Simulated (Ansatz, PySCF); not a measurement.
The pair A = H2S (SMILES S) (first 3 atoms), B = GeH4 (SMILES [GeH4]); geometry from B3LYP-D3(BJ)/def2-TZVP.
(charge 0, multiplicity 1):
```
atom    x (Å)    y (Å)    z (Å)
----  -------  -------  -------
S      0.1562  -0.3755  -0.3138
H      0.2778  -1.6336   0.1384
H     -1.1720  -0.3716  -0.1193
Ge    -0.0098   0.1885   3.5002
H     -0.1376   0.3389   5.0266
H     -1.0168  -0.8683   3.0207
H      1.4147  -0.2628   3.1525
H     -0.3148   1.5338   2.8295
```

Cores are frozen in the correlated methods. Filled d and f shells under p-block atoms count as core. CBS(a, b) extrapolates the correlation energy as X⁻³ and adds the Hartree–Fock energy of set b.

Run with Ansatz (a program for electronic structure); PySCF for the dispersion terms. Values without a source in brackets are computed.

The monomers are drawn apart, rigid, along the line of their centres of mass. Counterpoise-corrected interaction energies (kcal/mol):

| level | R = 5.388 Å | R = 6.932 Å |
|---|---|---|
| PBE-D3(BJ)/def2-TZVPPD | -0.3823 | -0.0693 |
| wB97M-V/def2-TZVPPD | -0.3036 | -0.0608 |
| CCSD(T)/CBS(def2-SVPD, def2-TZVPPD) | -0.2863 | -0.0599 |

Problem. R is the distance of the centres of mass. Find the local exponent m of E ∝ R⁻ᵐ between the two points.

Solution. 
m = ln(E₁/E₂)/ln(R₂/R₁): PBE-D3(BJ)/def2-TZVPPD 6.8; wB97M-V/def2-TZVPPD 6.4; CCSD(T)/CBS(def2-SVPD, def2-TZVPPD) 6.2. For scale, two fixed dipoles give m = 3, dipole and quadrupole 4, quadrupoles 5, and dispersion or dipole-induced dipole 6 at long range; at these distances several terms mix, and what is left of overlap and damping shifts m, so it need not match one of them.
